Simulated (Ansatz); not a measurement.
Basis-set extrapolation for C$_{3}$H$_{7}$BSSi (PBE0-D4/def2-TZVP geometry, frozen core, Ansatz). Multiplicity 1, RHF reference.

```tsv
	def2-TZVPP	def2-QZVPP
HF	-828.796107	-828.822084
MP2 correlation	-0.888004	-0.948943
CCSD(T) correlation	-0.995553	not run
```

Energies in hartree. Use E(X) = E(∞) + A·exp(−7.88·√X) for Hartree–Fock and E(X) = E(∞) + B·X^(−2.97) for correlation, with X = 3 and 4, and add CCSD(T) minus MP2 of the smaller set to the MP2 limit.

**Question.** What is the CCSD(T) energy at the basis-set limit?

**Answer.** HF limit: -828.822084 + (-0.025977) × 0.13774 = -828.82566. MP2 limit: -0.948943 + (-0.060939) × 0.74074 = -0.99408. Higher-order term: -0.995553 − (-0.888004) = -0.10755. Total: -829.92729 hartree, 85.1 kcal/mol below CCSD(T)/def2-TZVPP.
